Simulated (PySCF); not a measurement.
Gas-phase reaction: 2 GeHCl3 + 4 C2H6 = 2 CH3GeH3 + 3 CH2Cl2 + C3H8

Energies from PySCF (xtb for GFN2), thermal terms from the rigid-rotor harmonic-oscillator model, ideal gas at 1 bar. † marks an energy on the PBE0/def2-TZVP geometry and frequencies; other levels use their own. CCSD(T) freezes the core. 6-31G* has spherical d functions here. All species are closed-shell singlets. B3LYP is the form with VWN-RPA correlation. Ge: all electrons, no relativistic terms. CCSD(T) isn't extrapolated to the basis-set limit; its ΔH°(298 K) is 782.4 kJ in def2-SVP and 744.8 kJ in def2-TZVPP. The harmonic model lacks anharmonicity and excited electronic states, which grow with temperature; levels with a mode under 35 cm⁻¹ are left out. Internal rotation in C2H6, CH3GeH3, C3H8 is treated as a harmonic vibration of one conformer, which makes the entropy rough.

ΔH° and ΔS° at 298 K: B3LYP/6-31G* 743 kJ, 47 J/K; CCSD(T)/def2-SVP† 782 kJ, 47 J/K; CCSD(T)/def2-TZVPP† 745 kJ, 47 J/K; GFN2-xTB 898 kJ, 38 J/K; HF/6-31G* 789 kJ, 47 J/K; M06-2X/def2-TZVP† 798 kJ, 47 J/K.

Question: With the heat capacities included, give log10 K (1 bar) at 500, 600, 1200, 1400, 2000 K from B3LYP/6-31G*, CCSD(T)/def2-SVP†, CCSD(T)/def2-TZVPP†, GFN2-xTB, HF/6-31G*, M06-2X/def2-TZVP†.

Answer: 
| T (K) | B3LYP/6-31G* | CCSD(T)/def2-SVP† | CCSD(T)/def2-TZVPP† | GFN2-xTB | HF/6-31G* | M06-2X/def2-TZVP† |
|---|---|---|---|---|---|---|
| 500 | -75.1 | -79.3 | -75.3 | -91.8 | -80.0 | -80.9 |
| 600 | -62.2 | -65.6 | -62.3 | -76.1 | -66.2 | -67.0 |
| 1200 | -29.5 | -31.3 | -29.6 | -36.6 | -31.7 | -32.0 |
| 1400 | -24.8 | -26.3 | -24.9 | -30.9 | -26.7 | -26.9 |
| 2000 | -16.3 | -17.4 | -16.4 | -20.6 | -17.7 | -17.8 |
